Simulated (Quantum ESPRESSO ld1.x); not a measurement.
Values are calculated unless marked as measured or tabulated.
Question: Species: the niobium ion Nb0.125+. Configuration: [Kr] 4d(3/2: 3.875, 5/2: 0) 5s1 (fractional occupations, a model configuration). Code: ld1.x of Quantum ESPRESSO 7.5. Model: Dirac Kohn-Sham, PBE, spin-unpolarised, spherical densities, point nucleus. Some entries of the table are withheld. Estimate them.

orbital   occ.  eigenvalue (hartree)  <1/r> (bohr^-1)  <r^2> (bohr^2)
1s1/2        2              -690.914              (1)        0.001757
2s1/2        2              -96.6492              (2)         0.02938
2p1/2        2              -88.6962              (3)         0.02224
2p3/2        4              -85.1763              (4)         0.02361
3s1/2        2              -16.1529            3.275          0.2251
3p1/2        2              -13.1588              (5)          0.2243
3p3/2        4              -12.5888              (6)          0.2349
3d3/2        4              -7.30340            2.871          0.2241
3d5/2        6              -7.19728            2.844          0.2276
4s1/2        2              -2.17720            1.175           1.525
4p1/2        2              -1.35304            1.051           1.888
4p3/2        4              -1.27602            1.021           1.983
5s1/2        1              -0.17195           0.3487           15.44
4d3/2    3.875                   (7)              (8)           5.922
4d5/2        0                   (9)             (10)           6.112

Answer: 
(1) 1s1/2 <1/r> (bohr^-1): 42.40
(2) 2s1/2 <1/r> (bohr^-1): 9.626
(3) 2p1/2 <1/r> (bohr^-1): 9.601
(4) 2p3/2 <1/r> (bohr^-1): 9.164
(5) 3p1/2 <1/r> (bohr^-1): 3.172
(6) 3p3/2 <1/r> (bohr^-1): 3.067
(7) 4d3/2 eigenvalue (hartree): -0.14581
(8) 4d3/2 <1/r> (bohr^-1): 0.6395
(9) 4d5/2 eigenvalue (hartree): -0.14003
(10) 4d5/2 <1/r> (bohr^-1): 0.6306
